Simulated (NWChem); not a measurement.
Species: C2H3F3Si; SMILES F[Si](C=C)(F)F

```xyz
9

C      0.0003     2.4059    -0.0015
C      0.7686     1.3084    -0.0091
Si     0.0218    -0.3681    -0.0001
F      0.4105    -1.2165    -1.2961
F      0.4814    -1.2319     1.2619
F     -1.5706    -0.2523     0.0433
H     -1.0855     2.3460     0.0114
H      0.4228     3.4089    -0.0073
H      1.8528     1.4180    -0.0211
```
Atoms are numbered in this order, from 1.

Results from NWChem. Medium grid unless said otherwise, to which SCAN and Minnesota functionals are sensitive. All runs use the structure optimised with B3LYP/6-31G* (spherical d). Total energies of different functionals are on different scales.

```csv
level,energy (Ha),highest occupied level (eV),orbital gap (eV),dipole (D)
PBE/def2-TZVP,-666.8694,-7.71,5.44,2.57
B3LYP/def2-TZVP,-667.4354,-8.63,7.14,2.69
Hartree-Fock/def2-TZVP,-665.1175,-11.32,13.88,2.96
PW6B95/def2-TZVP,-668.0822,…,…,…
BLYP/def2-TZVP,-667.3547,-7.52,5.40,2.56
r2SCAN/def2-TZVP,-667.2197,-7.94,5.88,2.64
```

Q: What belongs in the gaps?

A: 
- PW6B95/def2-TZVP, highest occupied level (eV): -8.98
- PW6B95/def2-TZVP, orbital gap (eV): 7.77
- PW6B95/def2-TZVP, dipole (D): 2.74
